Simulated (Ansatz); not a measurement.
Ideal-gas functions of `F[C]1([ZnH])C=CS1` at 800 K and 1 bar, from an Ansatz frequency run at PBE0-D4/def2-TZVP.

Molar mass 155.51 g/mol, point group C1 (symmetry number 1), electronic degeneracy 1, moments of inertia 170.285, 316.152, 361.011 u Å². Harmonic wavenumbers (cm⁻¹, unscaled): 83, 128, 239, 315, 384, 452, 458, 561, 601, 704, 767, 862, 895, 1042, 1076, 1168, 1302, 1573, 1925, 3212, 3244.

Use S(trans) = R[1.5 ln M + 2.5 ln T − 1.1517]; rotational temperatures θ = 24.2544 K / I; S(rot) = R[ln(√π/σ · √(T³/θAθBθC)) + 1.5]; for each mode x = 1.438777 ν̃/T, S = R[x/(eˣ − 1) − ln(1 − e⁻ˣ)] and H = RT x/(eˣ − 1); 1 cm⁻¹ = 0.0119627 kJ/mol; R = 8.31446 J/(mol·K).

Question: By hand: the entropy, in J/(mol·K).

Answer: Translation 192.3. Rotation: θ = 0.1424, 0.0767, 0.0672 K, giving 130.6. Vibration, mode by mode: 24.14, 20.54, 15.40, 13.15, 11.56, 10.26, 10.16, 8.58, 8.06, 6.89, 6.27, 5.45, 5.20, 4.21, 4.01, 3.52, 2.91, 1.98, 1.20, 0.18, 0.17, in all 163.8. Electronic 0.0. Sum 486.7 J/(mol·K).

Question: By hand: H − E and G − E in kJ/mol, counted from the electronic energy.

Answer: Zero-point energy ½ × 20991 × 0.0119627 = 125.6; thermal vibration 65.2; translation, rotation and pV give 4 RT = 26.6. H − E = 217.4 kJ/mol, and G − E = 217.4 − 800 × 486.7/1000 = -172.0 kJ/mol.

Vibration gives 34 % of the entropy, 44.7 J/(mol·K) of it from the modes under 150 cm⁻¹: soft modes count most, and the harmonic formula is weakest for them. The sum counts one conformer and one mirror image; others add a mixing term.
